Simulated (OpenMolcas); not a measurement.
**Ionisation energies of tin**

```
Program             : OpenMolcas
Basis               : ANO-R2 [7s6p4d2f1g]
Scalar Hamiltonian  : X2C, finite nucleus
Spin-orbit coupling : RASSI with atomic mean-field integrals over the reference wave functions, term energies averaged over their components
```

Active shells in each charge state: the valence s, p shells, with orbitals averaged over the low states. Where CASPT2's correlated closed shells are named, they are those of the first ion.

A. CASSCF
B. SS-CASPT2, IPEA 0.25 Eh, imaginary shift 0.1 Eh (closed shells correlated: 4s 4p 4d)

Energies in eV between the lowest computed levels (charge -1 gives the electron affinity), named as in B; reference values from the NIST Atomic Spectra Database with their kind.

```json
{"From": "Sn- 5s² 5p³ ⁴S°_3/2", "To": "Sn 5s² 5p² ³P₀", "A": "0.351", "B": "0.831", "Spin-orbit share in B": "-0.281", "Reference": ""}
{"From": "Sn 5s² 5p² ³P₀", "To": "Sn+ 5s² 5p ²P°_1/2", "A": "6.578", "B": "7.223", "Spin-orbit share in B": "-0.010", "Reference": "7.344 (measured)"}
{"From": "Sn+ 5s² 5p ²P°_1/2", "To": "Sn2+ 5s² ¹S₀", "A": "13.620", "B": "14.550", "Spin-orbit share in B": "+0.313", "Reference": "14.633 (measured)"}
{"From": "Sn2+ 5s² ¹S₀", "To": "Sn3+ 5s ²S_1/2", "A": "29.444", "B": "30.410", "Spin-orbit share in B": "+0.000", "Reference": "30.506 (measured)"}
{"From": "Sn3+ 5s ²S_1/2", "To": "Sn4+ 4d¹⁰ ¹S₀", "A": "39.190", "B": "40.679", "Spin-orbit share in B": "+0.000", "Reference": "40.740 (measured)"}
```

Error against the reference values, in %:

```json
{"From": "Sn", "Reference": "measured", "A": "-10.4", "B": "-1.6"}
{"From": "Sn+", "Reference": "measured", "A": "-6.9", "B": "-0.6"}
{"From": "Sn2+", "Reference": "measured", "A": "-3.5", "B": "-0.3"}
{"From": "Sn3+", "Reference": "measured", "A": "-3.8", "B": "-0.1"}
```

Mean absolute error over the 4 measured values: A 1.10 eV, B 0.09 eV. B lies closest.

No diffuse functions were added, so the electron affinity comes out too small, and without dynamic correlation a bound anion can come out unbound.

° marks odd parity.
